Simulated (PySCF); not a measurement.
# Correlation energy of Br²⁺ (bromine, charge +2)

[Ar] 3d10 4s1 4p4, high-spin 4P determinant (an excited configuration). All numbers are calculated (PySCF 2.14, scalar relativity through the core potential, in aug-cc-pVTZ-PP with ECP10MDF (6s5p4d2f, 55 functions)). Frozen: 3s2 3p6 3d10; 5 electrons correlated.

MP2 pair energies summed by pair of shells (mhartree):

```tsv
pair	energy	share (%)
4p-4p	-71.88	88.1
4s-4p	-9.66	11.9
```

Total MP2 correlation energy: -81.55 mhartree.

Same-spin part -20.81 and opposite-spin part -60.73 mhartree; SCS-MP2 scales them by 1/3 and 6/5 to -79.82 mhartree.
